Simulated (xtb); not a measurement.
xtb input (GFN-FF):

```bash
xtb mol.xyz --gfnff --opt tight --chrg 0 --uhf 0
```
mol.xyz:
```
13

C     -2.04392687     1.85200806     0.27704078
O     -0.65158515     1.67213631     0.51813939
Si     0.21759402     0.33540512     0.24605983
Br    -0.50239036    -1.34931641     1.48324175
Br     0.02793116    -0.21316416    -1.91058331
O      1.75979496     0.59661160     0.63175450
C      2.60872438     1.58430715     0.04634263
H     -2.27426157     1.70300147    -0.77970182
H     -2.29596110     2.87167380     0.56167720
H     -2.63064622     1.15402924     0.87760872
H      2.70747068     1.41798382    -1.02819423
H      2.21311125     2.58549350     0.22488970
H      3.58557924     1.49109237     0.51638538
```

End of the output:

```
         :::::::::::::::::::::::::::::::::::::::::::::::::::::
         ::                     SUMMARY                     ::
         :::::::::::::::::::::::::::::::::::::::::::::::::::::
         :: total energy              -1.565503787169 Eh    ::
         :: gradient norm              0.000228210555 Eh/a0 ::
         ::.................................................::
         :: bond energy               -1.541653802507 Eh    ::
         :: angle energy               0.005002989989 Eh    ::
         :: torsion energy            -0.000468481552 Eh    ::
         :: repulsion energy           0.093276293973 Eh    ::
         :: electrostat energy        -0.110853517269 Eh    ::
         :: dispersion energy         -0.008748496871 Eh    ::
         :: HB energy                  0.000000000000 Eh    ::
         :: XB energy                  0.000000000000 Eh    ::
         :: bonded atm energy         -0.002058772933 Eh    ::
         :: external energy            0.000000000000 Eh    ::
         :: add. restraining           0.000000000000 Eh    ::
         :: total charge              -0.000000000000 e     ::
         :::::::::::::::::::::::::::::::::::::::::::::::::::::

           -------------------------------------------------
          |                Property Printout                |
           -------------------------------------------------

molecular dipole:
                 x           y           z       tot (Debye)
 q only:       -0.307       0.659      -0.298       1.998
           -------------------------------------------------
          |                Geometry Summary                 |
           -------------------------------------------------

      molecular mass/u    :      249.9604804
   center of mass at/Å    :       -0.0909800      -0.0724221      -0.0110566
  moments of inertia/u·Å² :        0.4494576E+03   0.7664786E+03   0.8604471E+03
rotational constants/cm⁻¹ :        0.3750661E-01   0.2199361E-01   0.1959171E-01
Note: The following floating-point exceptions are signalling: IEEE_UNDERFLOW_FLAG IEEE_DENORMAL
normal termination of xtb

 * 12 selected distances

     #   Z          #   Z                                           value/Å
     1   6 C        2   8 O                                       1.3851778
     2   8 O        3  14 Si                                      1.6670561
     3  14 Si       4  35 Br                                      2.2310123 (max)
     3  14 Si       5  35 Br                                      2.2283299
     3  14 Si       6   8 O                                       1.6660081
     6   8 O        7   6 C                                       1.3832010
     1   6 C        8   1 H                                       1.0932284
     1   6 C        9   1 H                                       1.0930096 (min)
     1   6 C       10   1 H                                       1.0932228
     7   6 C       11   1 H                                       1.0938068
     7   6 C       12   1 H                                       1.0944113
     7   6 C       13   1 H                                       1.0936142

 * 4 distinct bonds (by element types)

   Z      Z             #   av. dist./Å        max./Å        min./Å
   1 H    6 C           6     1.0935488     1.0944113     1.0930096
   6 C    8 O           2     1.3841894     1.3851778     1.3832010
   8 O   14 Si          2     1.6665321     1.6670561     1.6660081
  14 Si  35 Br          2     2.2296711     2.2310123     2.2283299

optimized geometry written to: xtbopt.xyz

           -------------------------------------------------
          | TOTAL ENERGY               -1.565503787169 Eh   |
          | GRADIENT NORM               0.000228210555 Eh/α |
           -------------------------------------------------
########################################################################
[WARNING] Runtime exception occurred
-1- gfnff_setup: Could not read topology file.
########################################################################

------------------------------------------------------------------------
------------------------------------------------------------------------
 total:
 SCF:
 ANC optimizer:
```
